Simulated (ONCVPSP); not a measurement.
## Before and after: ONCV potential for Re (Z = 75)

- Element: rhenium
- Generator: ONCVPSP 4.0.1
- Type: optimised norm-conserving Vanderbilt (ONCV)
- Functional: PBE
- Relativity: scalar-relativistic
- Frozen core: [Kr] 4d10 4f14
- Valence charge: 15
- Reference configuration: 5s2 5p6 5d6 6s1
- Partial waves: 5s+6s: rc 1.90 bohr, ncon 3, nbas 8, qcut 7.1 1/bohr, 3 projectors, debl 3 Ha; 5p: rc 1.25 bohr, ncon 4, nbas 8, qcut 5.6 1/bohr, 3 projectors, debl 3.7 Ha; 5d: rc 2.40 bohr, ncon 3, nbas 7, qcut 7.8 1/bohr, 3 projectors, debl 2.1 Ha
- Local potential: polynomial inside 1.00 bohr (lpopt 5, dvloc0 1 Ha)
- Core correction: polynomial model core, fcfact 0.25

All-electron outer shells of the reference configuration (PBE, scalar-relativistic, ld1.x):

```tsv
shell	level (eV)	outermost node (bohr)	outermost maximum (bohr)
5s	-83.09	0.52	0.93
5p	-45.00	0.56	1.06
4f	-40.10	–	0.41
6s	-5.30	1.25	2.61
5d	-4.00	0.62	1.45
```

Change: core correction Teter function, parameters optimised by the program.

Cutoffs: the cutoffs (Ha) at which the residual kinetic energy of the hardest occupied pseudo-wave falls to 1 and 0.1 mHa per electron; they do not see the model core or the augmentation charge, which bear on the density cutoff. Errors are all-electron minus pseudo energies relative to the spin-unpolarised reference configuration.

Predict the effect on cutoff, ghosts and configuration errors.

The potential gets neither clearly harder nor softer (116 Ha and 137 Ha → 116 Ha and 137 Ha); of the 4 tests that both files solve, the error grows in 0 and shrinks in 4 by more than 15 % and 0.3 meV (median size 5.3 → 1.5 meV); neither file shows a bound ghost. A model core, the more so a compact one, raises the density cutoff, which this test does not measure.

```csv
quantity,base,changed
"cutoff, loose",116 Ha,116 Ha
"cutoff, tight",137 Ha,137 Ha
bound ghosts,none,none
GHOST(+) flags under 300 eV,s at 141.1 eV,s at 141.1 eV
"error for 5s2 5p6 5d5 6s2, meV [ΔE -0.94 eV]",-1.9,-0.3
"error for 5s2 5p6 5d5 6s1, meV [ΔE 8.30 eV]",-1.1,-0.1
"error for 5s2 5p6 5d5 6s0, meV [ΔE 24.63 eV]",-8.8,-2.8
"error for 5s2 5p6 5d4 6s2 6p1, meV [ΔE 4.11 eV]",-11,-3.9
s: phases at 1.93 bohr within 0.05 rad from the reference energy up to (Ha; the scan ends near 5),to the end of the scan,to the end of the scan
p: phases at 1.27 bohr within 0.05 rad from the reference energy up to (Ha; the scan ends near 5),to the end of the scan,to the end of the scan
d: phases at 2.43 bohr within 0.05 rad from the reference energy up to (Ha; the scan ends near 5),to the end of the scan,to the end of the scan
"rms error of d²Exc/dni dnj with the model core, mHa",1.20,0.58
```
